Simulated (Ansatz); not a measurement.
Relaxation of BClFH4NS (9 atoms, charge 0, multiplicity 1), to a largest force component of 0.03 eV/Å in at most 50 steps.

The calculation used RKS r2SCAN/def2-SVP in Ansatz 0.2.0.

```xyz
9
Properties=species:S:1:pos:R:3
B -0.019 -0.140 0.256
N 0.024 -0.339 1.714
H -0.739 -0.761 2.227
H 0.895 -0.230 2.220
F 1.086 0.177 -0.398
Cl -1.525 -0.453 -0.627
S -0.678 2.861 0.668
H -1.831 2.358 0.179
H -0.594 1.838 1.592
```

Where does it end, and by what steps?

The run converged. After 8 steps the energy has fallen by 0.178 eV; S7 moved furthest, 0.38 Å.

```json
{"step": "0", "energy less start (eV)": "0.0000", "largest force component (eV/Å)": "2.325", "accepted": "yes"}
{"step": "1", "energy less start (eV)": "-0.1336", "largest force component (eV/Å)": "1.293", "accepted": "yes"}
{"step": "2", "energy less start (eV)": "-0.1662", "largest force component (eV/Å)": "0.394", "accepted": "yes"}
{"step": "3", "energy less start (eV)": "-0.1719", "largest force component (eV/Å)": "0.243", "accepted": "yes"}
{"step": "4", "energy less start (eV)": "-0.1752", "largest force component (eV/Å)": "0.102", "accepted": "yes"}
{"step": "5", "energy less start (eV)": "-0.1764", "largest force component (eV/Å)": "0.083", "accepted": "yes"}
{"step": "6", "energy less start (eV)": "-0.1774", "largest force component (eV/Å)": "0.062", "accepted": "yes"}
{"step": "7", "energy less start (eV)": "-0.1778", "largest force component (eV/Å)": "0.076", "accepted": "yes"}
{"step": "8", "energy less start (eV)": "-0.1781", "largest force component (eV/Å)": "0.019", "accepted": "yes"}
```

```xyz
9
Properties=species:S:1:pos:R:3
B 0.035 -0.297 0.276
N 0.086 -0.448 1.663
H -0.716 -0.715 2.218
H 0.957 -0.372 2.175
F 1.129 -0.020 -0.423
Cl -1.505 -0.487 -0.594
S -0.896 3.137 0.811
H -1.769 2.425 0.066
H -0.703 2.087 1.640
```

Whether the end is a true minimum wasn't checked by a vibrational analysis.

The run took 16 s on 4 threads of Arm Neoverse V2, on a shared host, peak memory 0.2 GiB.
